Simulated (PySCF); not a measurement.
All values below come from B3LYP-D3(BJ)/def2-TZVP // B3LYP-D3(BJ)/def2-SVP in PySCF 2.14.0. Gas-phase values, no solvent. One relaxed conformer stands for a flexible species; it need not be the lowest. B3LYP has the VWN-RPA correlation part, as in Gaussian. Excitations are Tamm–Dancoff values on a coarser integration grid. The basis has no diffuse functions, so Rydberg states are missing or too high.

Reference species (SMILES): `C[CH2][Sn]([OH])([OH])[OH]` (neutral, multiplicity 1).

```
Property                                        Value
-------------------------------------------  --------
HOMO                                         -7.86 eV
brightest of the four lowest singlets (TDA)   5.73 eV
LUMO                                         -1.34 eV
```

Changed species: `[OH][Sn]([OH])([OH])[OH]` (0 of 4 OH replaced by C2H5; the reference has 1 of 4 OH replaced by C2H5).

**Question.** What does the change do to the HOMO, brightest of the four lowest singlets (TDA) and LUMO?

**Answer.** the HOMO falls by 1.00 eV, to -8.86 eV; the brightest of the four lowest singlets (TDA) falls by 0.05 eV, to 5.68 eV; the LUMO drops by 0.99 eV, to -2.33 eV.
